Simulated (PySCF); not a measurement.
SiF2ClBr, SMILES F[Si](F)(Cl)Br.

The structure is a stationary point at PBE-D3(BJ)/def2-SVP. The structure was generated by enumeration, and PubChem lists no compound with its InChIKey, so it may never have been made.

Method: PBE-D3(BJ)/def2-SVP run with PySCF 2.14.0.

Frequencies are harmonic and unscaled.

```
mode  ν (cm⁻¹)  IR (km/mol)  moving atoms (share of kinetic energy)
----  --------  -----------  --------------------------------------
1          137          0.2        Cl 49 %, F 21 %, Br 21 %, Si 8 %
2          177          0.1                                  F 83 %
3          243          7.8                F 52 %, Si 29 %, Cl 16 %
4          248         11.2                         F 60 %, Br 35 %
5          288         16.2                 F 64 %, Cl 26 %, Si 9 %
6          434         53.0       Si 38 %, F 31 %, Cl 18 %, Br 13 %
7          610        249.8                        Si 69 %, Cl 25 %
8          876        159.2                         F 58 %, Si 41 %
9          959        121.9                         F 51 %, Si 49 %
```
